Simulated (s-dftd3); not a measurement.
C3H8As, doublet, at a GFN2-xTB geometry; D3(bj) for pbe0 (s-dftd3).

s-dftd3 was given this input:
```
$ s-dftd3 mol.xyz --bj pbe0 --json dftd3.json --noedisp --grad

# file mol.xyz
12

C     -1.06519029     1.78483099     0.03108030
C     -0.76655125     0.36846721    -0.33389339
C     -1.95211724    -0.52631047    -0.48317032
As     0.91553816    -0.40089944     0.22269269
H     -1.54395907     1.85767815     1.01530513
H     -1.75664549     2.22927244    -0.68771601
H     -0.15135721     2.38131331     0.05400838
H     -2.65585291    -0.11386931    -1.20908699
H     -2.50022148    -0.63413665     0.46085300
H     -1.64900049    -1.52122396    -0.81434270
H      0.99654841    -1.34845491    -0.94467525
H      1.75088179     0.61717613    -0.50730393
```

It wrote (shortened):

```
-----------------------------------
 s i m p l e   D F T - D 3  v1.4.0
-----------------------------------

Rational (Becke-Johnson) damping: pbe0-D3(BJ)
---------------------
  s6         1.0000
  s8         1.2177
  s9         0.0000
  a1         0.4145
  a2         4.8593
 alp        14.0000
--------------------

Dispersion energy:      -8.3396648095107E-03 Eh

Gradient norm:           6.5203435592536E-04 Eh/a0
--------------------------------------------------
     #    Z           dE/dx      dE/dy      dE/dz
--------------------------------------------------
     1    6 C    -4.419E-05  1.630E-04  2.824E-05
     2    6 C    -1.995E-05  7.250E-06  1.827E-06
     3    6 C    -1.419E-04 -9.154E-05 -2.840E-05
     4   33 As    4.280E-04 -1.781E-04  6.218E-05
     5    1 H    -5.625E-05  1.192E-04  6.134E-05
     6    1 H    -6.076E-05  1.296E-04 -2.420E-05
     7    1 H     4.719E-06  1.261E-04  1.287E-05
     8    1 H    -1.255E-04 -3.903E-05 -6.173E-05
     9    1 H    -1.276E-04 -6.675E-05  1.996E-05
    10    1 H    -7.917E-05 -9.247E-05 -3.577E-05
    11    1 H     9.957E-05 -6.917E-05 -2.494E-05
    12    1 H     1.230E-04 -8.159E-06 -1.137E-05
--------------------------------------------------

Virial:
--------------------------------------------------
      component           x          y          z
--------------------------------------------------
          x       3.820E-03 -4.810E-04  2.930E-04
          y      -4.810E-04  2.834E-03  3.914E-04
          z       2.930E-04  3.914E-04  4.719E-04
--------------------------------------------------

[Info] JSON dump of results written to 'dftd3.json'
```
